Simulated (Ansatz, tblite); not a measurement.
Forces on Li7Sn at its PBE0-D4/def2-TZVP geometry. Total charge 0; doublet.

In the def2 sets Sn takes a core potential; there is no spin–orbit coupling. The xTB rows come from tblite. Another isomer (doublet) lies 0.41 eV lower at PBE0-D4/def2-TZVP; other spin states weren't run for this one.

GFN1-xTB (tblite), largest force 0.66 eV/Å:

```xyz
8
positions Å, forces eV/Å
Li   -0.672   -3.246    0.762    0.478    0.380   -0.087
Li   -0.998    3.093   -2.017    0.082   -0.281    0.439
Li    0.036   -0.268    1.687    0.038   -0.072   -0.300
Li    1.107    1.103   -0.726   -0.625    0.193    0.022
Li   -0.888    2.655    1.043    0.070   -0.218   -0.393
Li   -1.571    0.232   -0.746    0.396    0.529    0.032
Li    2.502   -2.048    0.755   -0.610   -0.036   -0.084
Sn    0.485   -1.520   -0.759    0.172   -0.494    0.371
```

GFN2-xTB (tblite), largest force 0.89 eV/Å:

```
Li -0.022 -0.179 0.395
Li 0.145 -0.451 0.506
Li 0.036 -0.077 -0.091
Li -0.163 0.522 0.155
Li 0.109 -0.339 -0.639
Li -0.164 0.510 0.155
Li 0.151 -0.119 0.398
Sn -0.091 0.134 -0.879
```

PBE-D4/def2-TZVP (Ansatz), largest force 0.09 eV/Å:

```
Li 0.001 -0.014 0.037
Li 0.007 -0.026 0.020
Li 0.004 -0.003 0.010
Li -0.013 0.043 0.010
Li 0.001 -0.014 -0.024
Li -0.012 0.045 0.006
Li 0.010 -0.014 0.033
Sn 0.003 -0.017 -0.092
```
